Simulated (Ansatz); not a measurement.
Gas-phase electronic energies from Ansatz, PBE0-D4/def2-TZVP geometries. CBS: MP2 limit from def2 TZ/QZ plus the TZ coupled-cluster correction, frozen cores. This one scheme is used for every species. Functionals use def2-TZVPP. One conformer a species, not always the lowest.

`COC(O)(F)F` + `[AlH3]` → `O[C](F)(F)[AlH2]` + CH₃OH  (formal exchange of groups at a C–O bond)

`COC(O)(F)F`:

Z-matrix (Å, degrees):
```
C
O 1 1.423
H 1 1.087 2 105.8
H 1 1.091 2 110.9 3 -119.0
H 1 1.092 2 110.7 3 118.7
C 2 1.353 1 115.9 3 -177.4
F 6 1.362 2 110.3 1 -55.9
O 6 1.346 2 110.2 1 -178.7
F 6 1.345 2 112.1 1 60.7
H 8 0.963 6 107.9 2 29.5
```

`[AlH3]`:

```xyz
4

Al    0.000    0.000    0.000
H     0.881   -0.054   -1.317
H    -1.185   -1.034    0.204
H     0.303    1.088    1.113
```

`O[C](F)(F)[AlH2]`:

Cartesian coordinates in Å:
```
O -1.010 1.024 -0.457
C -0.172 -0.041 -0.576
F 0.721 0.195 -1.595
F -0.886 -1.132 -1.018
Al 0.718 -0.342 1.213
H -1.448 1.186 -1.307
H -0.002 -1.297 2.244
H 2.079 0.407 1.496
```

CH₃OH:

Z-matrix (Å, degrees):
```
C
O 1 1.409
H 1 1.097 2 112.4
H 1 1.090 2 107.0 3 -118.5
H 1 1.097 2 112.4 3 123.0
H 2 0.959 1 108.5 3 -61.6
```

```csv
level,ΔE (kJ/mol),difference from CCSD(T)/CBS
revPBE-D4,4.5,-6.8
r2SCANh-D4,21.9,10.6
r2SCAN0-D4,25.2,13.9
r2SCAN,19.1,7.8
r2SCANh,21.4,10.1
RPA@PBE/def2-TZVPP,19.7,8.4
HF/def2-SVP,56.0,44.7
SCS-MP2/def2-TZVPP,17.4,6.1
SCS-MP2/def2-QZVPP,12.0,0.7
CCSD/CBS(def2),12.2,0.9
CCSD(T)/CBS,11.3,0
```

Largest T1 diagnostic among the species: 0.013.

At CCSD(T), def2-SVP lies +36.8 kJ/mol from the extrapolated value and def2-TZVPP +8.8 kJ/mol. From PBE to PBE0 (25 % exact exchange), in def2-TZVPP and without D4, ΔE moves by +11.8 kJ/mol. In def2-TZVPP, CCSD(T) changes the Hartree–Fock value by −17.6 kJ/mol (the triples alone add −0.9 kJ/mol) and MP2 by −20.9 kJ/mol.
